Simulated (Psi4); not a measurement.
C$_{4}$H$_{12}$Ge, singlet, geometry from GFN2-xTB; Psi4 with BLYP/def2-TZVPD.

Here is a job for Psi4.
```
memory 2 GB

molecule {
0 1
Ge    1.19204730    0.56714476   -0.05754356
C    -0.14291499   -0.40813352    1.02478555
C    -1.47181421   -0.75171789    0.35417463
C    -1.27787032   -1.78595875   -0.74868490
C    -2.14060935    0.49817568   -0.20427519
H     2.47695911    0.63797260    0.70755841
H     1.51822983   -0.07475567   -1.36893037
H     0.79742154    1.98087734   -0.34754028
H    -0.33651492    0.20244411    1.91116398
H     0.32633876   -1.32831449    1.38212088
H    -2.13107858   -1.18576940    1.11818937
H    -0.64106043   -1.38068517   -1.53369694
H    -2.23428227   -2.05938865   -1.18936037
H    -0.81099573   -2.68634650   -0.35444740
H    -1.53940228    0.90778741   -1.01628749
H    -2.24171535    1.25754145    0.56886375
H    -3.13015973    0.26581165   -0.59224003
}

set {
  basis def2-tzvpd
}

energy('blyp')
print_variables()
```

What the program printed (banner, timings and long lists left out):

```
   => Loading Basis Set <=

    Name: DEF2-TZVPD
    Role: ORBITAL
    Keyword: BASIS

         ---------------------------------------------------------
                                   SCF
               by Justin Turney, Rob Parrish, Andy Simmonett
                          and Daniel G. A. Smith
                              RKS Reference
         ---------------------------------------------------------

  ==> Geometry <==

    Molecular point group: c1
    Full point group: C1

    Geometry (in Angstrom), charge = 0, multiplicity = 1:

       Center              X                  Y                   Z               Mass
    ------------   -----------------  -----------------  -----------------  -----------------
         GE           1.044969863608     0.499521974969    -0.058574153313    73.921177761000
         C           -0.289992426392    -0.475756305031     1.023754956687    12.000000000000
         C           -1.618891646392    -0.819340675031     0.353144036687    12.000000000000
         C           -1.424947756392    -1.853581535031    -0.749715493313    12.000000000000
         C           -2.287686786392     0.430552894969    -0.205305783313    12.000000000000
         H            2.329881673608     0.570349814969     0.706527816687     1.007825032230
         H            1.371152393608    -0.142378455031    -1.369960963313     1.007825032230
         H            0.650344103608     1.913254554969    -0.348570873313     1.007825032230
         H           -0.483592356392     0.134821324969     1.910133386687     1.007825032230
         H            0.179261323608    -1.395937275031     1.381090286687     1.007825032230
         H           -2.278156016392    -1.253392185031     1.117158776687     1.007825032230
         H           -0.788137866392    -1.448307955031    -1.534727533313     1.007825032230
         H           -2.381359706392    -2.127011435031    -1.190390963313     1.007825032230
         H           -0.958073166392    -2.753969285031    -0.355477993313     1.007825032230
         H           -1.686479716392     0.840164624969    -1.017318083313     1.007825032230
         H           -2.388792786392     1.189918664969     0.567833156687     1.007825032230
         H           -3.277237166392     0.198188864969    -0.593270623313     1.007825032230

  Running in c1 symmetry.

  Rotational constants: A =      0.18005  B =      0.05336  C =      0.04989 [cm^-1]
  Rotational constants: A =   5397.76649  B =   1599.60083  C =   1495.79432 [MHz]
  Nuclear repulsion =  366.478278928297584

  Charge       = 0
  Multiplicity = 1
  Electrons    = 68
  Nalpha       = 34
  Nbeta        = 34

  ==> Algorithm <==

  SCF Algorithm Type is DF.
  DIIS enabled.
  MOM disabled.
  Fractional occupation disabled.
  Guess Type is SAD.
  Energy threshold   = 1.00e-06
  Density threshold  = 1.00e-06
  Integral threshold = 1.00e-12

  ==> Primary Basis <==

  Basis Set: DEF2-TZVPD
    Blend: DEF2-TZVPD
    Number of shells: 130
    Number of basis functions: 310
    Number of Cartesian functions: 342
    Spherical Harmonics?: true
    Max angular momentum: 3

  ==> DFT Potential <==

   => LibXC <=

    Version 7.1.2
    S. Lehtola, C. Steigemann, M. J. T. Oliveira, and M. A. L. Marques,  SoftwareX 7, 1–5 (2018) (10.1016/j.softx.2017.11.002)

   => Composite Functional: BLYP <=

    BLYP GGA Exchange-Correlation Functional

    P.J. Stephens et. al., J. Phys. Chem., 98, 11623-11627, 1994
    B. Miehlich et. al., Chem. Phys. Lett., 157(3), 200-206 1989

    Deriv               =              1
    GGA                 =           TRUE
    Meta                =          FALSE

    Exchange Hybrid     =          FALSE
    MP2 Hybrid          =          FALSE

   => Exchange Functionals <=

    1.0000     XC_GGA_X_B88

   => Correlation Functionals <=

    1.0000     XC_GGA_C_LYP

   => LibXC Density Thresholds  <==

    XC_GGA_C_LYP:  1.00E-14
    XC_GGA_X_B88:  1.00E-15

   => Molecular Quadrature <=

[...]
    wK tasked:                   No
    Algorithm:                 Core
    Schwarz Cutoff:           1E-12
    Mask sparsity (%):       1.9979
    Fitting Condition:        1E-10

   => Auxiliary Basis Set <=

  Basis Set: (DEF2-TZVPD AUX)
    Blend: DEF2-UNIVERSAL-JKFIT
    Number of shells: 232
    Number of basis functions: 782
    Number of Cartesian functions: 967
    Spherical Harmonics?: true
    Max angular momentum: 5

  Minimum eigenvalue in the overlap matrix is 6.6359095242E-06.
  Reciprocal condition number of the overlap matrix is 4.0882638541E-07.
    Using symmetric orthogonalization.

  ==> Pre-Iterations <==

  SCF Guess: Superposition of Atomic Densities via on-the-fly atomic UHF (no occupation information).

   -------------------------
    Irrep   Nso     Nmo
   -------------------------
     A        310     310
   -------------------------
    Total     310     310
   -------------------------

  ==> Iterations <==

                           Total Energy        Delta E     RMS |[F,P]|

   @DF-RKS iter SAD: -2233.22434818574629   -2.23322e+03   0.00000e+00
   @DF-RKS iter   1: -2233.97264651448859   -7.48298e-01   1.13388e-02 DIIS/ADIIS
   @DF-RKS iter   2: -2167.05351451747583    6.69191e+01   4.35184e-02 DIIS/ADIIS
   @DF-RKS iter   3: -2235.55297535768659   -6.84995e+01   5.30526e-03 DIIS/ADIIS
   @DF-RKS iter   4: -2236.09424255364820   -5.41267e-01   3.44552e-03 DIIS/ADIIS
   @DF-RKS iter   5: -2236.62566512831745   -5.31423e-01   4.60403e-04 DIIS/ADIIS
   @DF-RKS iter   6: -2236.63210798999899   -6.44286e-03   3.35454e-04 DIIS/ADIIS
   @DF-RKS iter   7: -2236.63719189632866   -5.08391e-03   8.36046e-05 DIIS
   @DF-RKS iter   8: -2236.63753784109940   -3.45945e-04   2.22310e-05 DIIS
   @DF-RKS iter   9: -2236.63756195463520   -2.41135e-05   5.43188e-06 DIIS
   @DF-RKS iter  10: -2236.63756334164646   -1.38701e-06   1.80082e-06 DIIS
   @DF-RKS iter  11: -2236.63756348903371   -1.47387e-07   3.63288e-07 DIIS
  Energy and wave function converged.

  ==> Post-Iterations <==

   Electrons on quadrature grid:
      Ntotal   =   67.9998728643 ; deviation = -1.271e-04

    Orbital Energies [Eh]
    ---------------------

    Doubly Occupied:

[...]
      34A     -0.254156

    Virtual:

[...]
    Final Occupation by Irrep:
              A
    DOCC [    34 ]
    NA   [    34 ]
    NB   [    34 ]

  @DF-RKS Final Energy: -2236.63756348903371

   => Energetics <=

    Nuclear Repulsion Energy =            366.4782789282975841
    One-Electron Energy =               -3836.6191885774819639
    Two-Electron Energy =                1338.7490863448608707
    DFT Exchange-Correlation Energy =    -105.2457401847104990
    Empirical Dispersion Energy =           0.0000000000000000
    VV10 Nonlocal Energy =                  0.0000000000000000
    Total Energy =                      -2236.6375634890337096

Computation Completed

Properties will be evaluated at   0.000000,   0.000000,   0.000000 [a0]

Properties computed using the SCF density matrix

 Multipole Moments:

 ------------------------------------------------------------------------------------
     Multipole            Electronic (a.u.)      Nuclear  (a.u.)        Total (a.u.)
 ------------------------------------------------------------------------------------

 L = 1.  Multiply by 2.5417464519 to convert [e a0] to [Debye]
 Dipole X            :         18.5844691          -18.8996524           -0.3151833
 Dipole Y            :          8.4994565           -8.6896207           -0.1901642
 Dipole Z            :          0.3140865           -0.1324324            0.1816541
 Magnitude           :                                                    0.4104890

 ------------------------------------------------------------------------------------

  Variable Map:
  ----------------------------------------------------------------------------
[...]
  Array Variable Map:
  ----------------------------------------------------------------------------
[...]
[...]
```
